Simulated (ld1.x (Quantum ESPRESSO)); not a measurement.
What the settings do to the PAW potential of Zr

Base potential:

| Property | Result |
| --- | --- |
| Element | Zr (Z = 40) |
| Generator | ld1.x (Quantum ESPRESSO) 7.5 |
| Type | PAW |
| Functional | PBE |
| Relativity | fully relativistic |
| Frozen core | [Ar] 3d10 |
| Valence charge | 12 |
| Reference configuration | 4s2 4p6 4d2 5s0 5p0 (charge +2) |
| Partial waves | 4s (bound): rcut 1.95, rcutus 2.25 bohr; 5s (bound, empty): rcut 1.95, rcutus 2.25 bohr; 4p (bound): rcut 1.75, rcutus 2.05 bohr; 5p (bound, empty): rcut 1.75, rcutus 2.05 bohr; 4d (bound): rcut 1.70, rcutus 2.00 bohr; 4d channel at -0.95 Ry: rcut 1.70, rcutus 2.00 bohr |
| Local potential | all-electron potential smoothed inside 1.85 bohr (lloc = -1) |
| Core correction | a·sin(br)/r model core, default radius (ld1.x builds one for every PAW set, though the input has nlcc=.false.) |
| Augmentation charge | BESSEL, radius 1.55 bohr |

Open shells are filled in proportion to 2j + 1 (rel_dist='average').

All-electron outer shells of the reference configuration (PBE, scalar-relativistic, ld1.x):

| shell | level (eV) | outermost node (bohr) | outermost maximum (bohr) |
| --- | --- | --- | --- |
| 3d | -189.26 | – | 0.35 |
| 4s | -68.99 | 0.55 | 1.08 |
| 4p | -46.92 | 0.56 | 1.17 |
| 4d | -17.30 | 0.58 | 1.57 |
| 5s | -16.04 | 1.45 | 2.85 |
| 5p | -11.67 | 1.66 | 3.44 |

Cutoffs, loose and tight: the cutoffs (Ry, on a coarse ladder) from which the occupation-weighted sum of valence levels, in a spherical-Bessel basis at the reference potential, stays within 10 and 1 mRy of its value at 400 Ry. They do not see the model core or the augmentation charge, which bear on the density cutoff. Test errors are all-electron minus pseudo excitation energies from the reference, over the configurations 4s2 4p6 4d2 5s2 5p0; 4s2 4p6 4d2 5s1 5p0; 4s2 4p6 4d1 5s0 5p0; 4s2 4p6 4d2 5s0 5p1; 4s2 4p6 4d1 5s2 5p1; 4s2 4p6 4d3 5s1 5p0; 4s2 4p6 4d2.5 5s1.5 5p0. A dash means not determined; rows that change the core or the reference have their own tests.

Cutoffs are not given where the Bessel-basis levels miss the radial ones by over 6 mRy, ghosts where they miss by over 20 mRy; a channel whose overlap is not positive is not tested.

The default core radius of the base comes out at 0.80 bohr.

| change | outcome | bound ghosts | largest test error (meV) |
| --- | --- | --- | --- |
| base | generated | not determined | +7.3 |
| local potential all-electron potential smoothed inside 1.60 bohr (lloc = -2) | generated | not determined | -61 |
| core correction a·sin(br)/r model core inside 2.44 bohr | generated | not determined | +7.3 |
| all radii but the core radius scaled by about 1.25 (s 2.82, p 2.58, d 2.50 bohr, rcut 2.44/2.20/2.14); local potential all-electron potential smoothed inside 2.32 bohr (lloc = -1); augmentation BESSEL, radius 1.94 bohr | generated | not determined | test run stopped at test 1 of 7 (negative rho) |
| augmentation BESSEL, radius 1.80 bohr | generated | not determined | +45 |
| waves 4s (bound): rcut 1.32, rcutus 1.40 bohr; 5s (bound): rcut 1.32, rcutus 1.40 bohr | generated | not determined | +1.4 |
| functional PBEsol | generated | not determined | +8.5 |
| waves 4p (bound): rcut 1.68, rcutus 1.78 bohr; 5p (bound): rcut 1.68, rcutus 1.78 bohr | generated | not determined | +41 |
| reference 4s2 4p6 4d2 5s1.75 5p0 | generated | not determined | +4.7 |

Question: What comes out with this change to the base: type ultrasoft; local potential all-electron potential smoothed inside 1.75 bohr (lloc = -1); core correction none; augmentation PSQ, radius 1.75 bohr?

Answer: outcome: generated, overlap not positive; bound ghosts: not determined (overlap not positive); largest test error (meV): +11. A file whose overlap is not positive is unfit for use, and its test errors describe a broken file.
